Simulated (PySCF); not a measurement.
**Excitation energy of Ag+ by level of theory**

Ag+ [Kr] 4d10 (1S) → Ag+ [Kr] 4d9 5p1 (high-spin determinant), as a difference of total energies. Calculation: PySCF 2.14, in aug-cc-pVTZ-PP with ECP28MDF; a scalar-relativistic core potential. Correlated levels: valence: 4s2 4p6 frozen. The calculations carry no spin-orbit coupling.

```csv
method,excitation energy (eV)
UHF,9.139
LDA,10.144
PBE,9.867
PBE0,9.908
r2SCAN,9.781
PW91,9.882
r2SCANh,9.805
BLYP,9.796
LC-wPBE,10.055
MP2 (valence),10.595
SCS-MP2 (valence),10.535
```

Question: How much does correlation contribute at MP2 (valence)?

Answer: 10.595 − (9.139) = 1.456 eV, measured against UHF.

The determinant of the upper state mixes LS terms, which raises its energy above the lowest term, most at the Hartree-Fock and MP2 levels.
